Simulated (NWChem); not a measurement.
Molecule: diantimony (Sb2); SMILES [Sb]#[Sb]

Results from NWChem. Coordinates come from a PBE0/def2-SVP optimisation. def2 effective core potentials on Sb; no spin-orbit coupling. Static field.

Among these, which level gives the lowest value of “isotropic polarisability (bohr³)”?
(A) PBE/def2-TZVP
(B) PBE/def2-SVP
(C) PBE/def2-SVPD
(D) PBE/def2-TZVPD

B, PBE/def2-SVP. Values: PBE/def2-SVP 71.0; PBE/def2-TZVP 81.7; PBE/def2-SVPD 91.4; PBE/def2-TZVPD 96.0
